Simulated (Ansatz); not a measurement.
Cartesian coordinates (Å):
```xyz
12

B      2.0037    -0.4705    -0.0638
C      0.5132    -0.3802    -0.0273
O     -0.3411    -1.4914    -0.0551
C     -1.6024    -1.0441    -0.0085
C     -1.6757     0.3359     0.0510
C     -0.3187     0.7644     0.0390
O      0.0826     2.0391     0.0837
H      2.6111    -1.5184    -0.1210
H      2.6239     0.5869    -0.0331
H     -2.3868    -1.8110    -0.0234
H     -2.5741     0.9588     0.0969
H      1.0642     2.0305     0.0617
```
Charge 0, spin multiplicity 1.

Method: frozen-core CCSD(T)/cc-pVTZ // PBE-D3(BJ)/def2-SVP run with Ansatz (an electronic-structure program).

```
Quantity                       Result
----------------------  -------------
HF energy               -328.86543 Ha
MP2 correlation energy    -1.20022 Ha
```

Estimate the CCSD correlation energy, the (T) correction, the total energy and the T1 diagnostic.


```json
{
  "CCSD correlation energy": "-1.22015 Ha",
  "(T) correction": "-0.06045 Ha",
  "CCSD(T) total energy": "-330.14604 Ha",
  "T1 diagnostic": "0.016"
}
```
